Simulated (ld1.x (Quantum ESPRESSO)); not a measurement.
## nitrogen (N), RRKJ: configuration errors across variants

ld1.x (Quantum ESPRESSO) 7.5 input, shortened:

```
&input
   title='N', zed=7., rel=1, dft='PBE', iswitch=3,
   config='[He] 2s2 2p2'
 /
 &inputp
   pseudotype=2, tm=.false., lloc=-1, rcloc=1.00,
   nlcc=.true.
 /
2
2S  1  0   2.00   0.00  1.05  1.05  0.0
2P  2  1   2.00   0.00  1.85  1.85  0.0
 &test
   configts(1)='2s2 2p2'
 /
```

All-electron excitation energies from the reference (eV): (1) 2s2 2p3 -13.591; (2) 2s2 2p1 28.854; (3) 2s2 2p0 75.936; (4) 2s1 2p3 11.781; (5) 2s2 2p2.5 -8.498; (6) 2s1 2p4 -2.084; (7) 2s0 2p5 9.449.

Errors AE − PS in meV (a dash: test not solved or not reliable):

| change | (1) | (2) | (3) | (4) | (5) | (6) | (7) | bound ghosts |
| --- | --- | --- | --- | --- | --- | --- | --- | --- |
| base | +35 | +155 | +1043 | +5.5 | +14 | +114 | +191 | none |
| all radii but the core radius scaled by about 0.77 (s 0.80, p 1.42 bohr); local potential all-electron potential smoothed inside 0.76 bohr (lloc = -1) | +12 | +58 | +428 | +9.0 | +4.8 | +41 | +82 | none |
| all radii but the core radius scaled by about 0.91 (s 0.96, p 1.68 bohr); local potential all-electron potential smoothed inside 0.92 bohr (lloc = -1) | +24 | +114 | +788 | +6.5 | +9.8 | +81 | +140 | none |
| all radii but the core radius scaled by about 0.95 (s 1.00, p 1.76 bohr); local potential all-electron potential smoothed inside 0.96 bohr (lloc = -1) | +27 | +126 | +864 | +6.3 | +11 | +90 | +155 | none |
| all radii but the core radius scaled by about 1.05 (s 1.10, p 1.94 bohr); local potential all-electron potential smoothed inside 1.04 bohr (lloc = -1) | +45 | +192 | +1259 | +3.8 | +18 | +143 | +234 | none |
| all radii but the core radius scaled by about 1.11 (s 1.16, p 2.06 bohr); local potential all-electron potential smoothed inside 1.10 bohr (lloc = -1) | +66 | +262 | +1656 | -1.5 | +25 | +199 | +314 | none |
| all radii but the core radius scaled by about 1.20 (s 1.26, p 2.22 bohr); local potential all-electron potential smoothed inside 1.20 bohr (lloc = -1) | +97 | +354 | +2159 | -13 | +37 | +274 | +410 | none |
| all radii but the core radius scaled by about 1.26 (s 1.32, p 2.32 bohr); local potential all-electron potential smoothed inside 1.26 bohr (lloc = -1) | +110 | +390 | +2356 | -20 | +41 | +303 | +442 | none |
| all radii but the core radius scaled by about 1.32 (s 1.38, p 2.44 bohr); local potential all-electron potential smoothed inside 1.32 bohr (lloc = -1) | +160 | +517 | +3009 | -44 | +58 | +407 | +556 | none |
| all radii but the core radius scaled by about 1.39 (s 1.46, p 2.58 bohr); local potential all-electron potential smoothed inside 1.40 bohr (lloc = -1) | +205 | +618 | +3517 | -69 | +73 | +491 | +632 | none |

Q: Give the same row for: all radii but the core radius scaled by about 0.82 (s 0.86, p 1.52 bohr); local potential all-electron potential smoothed inside 0.82 bohr (lloc = -1).

A: +15, +76, +549, +7.4, +6.4, +53, +97; bound ghosts: none.
